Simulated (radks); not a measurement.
The titanium ion Ti3+, 19 electrons, occupied as [Ne] 3s2 3p4 3d1 4p2 (not the ground configuration).

All-electron calculation, non-relativistic Kohn-Sham, XLYP, spin-polarised, spherical densities, point nucleus; open shells are filled with parallel spins first. Program: a radial shooting solver on a logarithmic mesh with Libxc functionals.

Energy parts (hartree):
| part | energy |
|---|---|
| total | -843.86326 |
| kinetic | 843.24223 |
| electron-nucleus | -1962.77135 |
| Hartree | 316.14114 |
| exchange-correlation | -40.47528 |

Orbitals (lengths in bohr, moments of r in powers of bohr; r(max) is where P^2 peaks):
orbital,occ.,eigenvalue (hartree),<1/r>,<r>,<r^2>,r(max)
1s up,1,-180.0930,21.53,0.07016,0.006606,0.04612
1s down,1,-180.0576,21.53,0.07015,0.006604,0.04612
2s up,1,-21.68080,4.497,0.3274,0.1267,0.2710
2s down,1,-21.63437,4.499,0.3270,0.1263,0.2711
2p up,3,-18.48802,4.437,0.2904,0.1040,0.2200
2p down,3,-18.43228,4.438,0.2901,0.1037,0.2202
3s up,1,-4.18814,1.463,0.9624,1.060,0.8534
3s down,1,-4.00106,1.450,0.9709,1.081,0.8560
3p up,3,-3.30774,1.366,1.001,1.165,0.8680
3p down,1,-3.12830,1.350,1.014,1.198,0.8724
3d up,1,-1.93142,1.147,1.082,1.414,0.8417
3d down,0,-1.77376,1.129,1.108,1.489,0.8488
4s up,0,-1.23257,0.5649,2.381,6.359,2.209
4s down,0,-1.14488,0.5713,2.377,6.359,2.194
4p up,2,-1.00184,0.5114,2.616,7.709,2.415
4d up,0,-0.66639,0.4170,3.182,11.56,2.912

The highest occupied level is 4p up at -27.261 eV. The configuration is held as typed, so some empty levels lie below it. The density falls to 0.001 e/bohr^3 at r = 4.07 bohr. The spin density at the nucleus is -0.1209 e/bohr^3 (1s -0.7756, 2s -0.1299, 3s 0.7846), a Fermi contact field of -6.34 T. Spin moment in Bohr magnetons: 5. The electron density at the nucleus is 7153 e/bohr^3. Summed over all electrons, <r^2> = 24.55 bohr^2, which gives a Langevin (diamagnetic) susceptibility term of -19.4 x 10^-6 cm^3/mol.
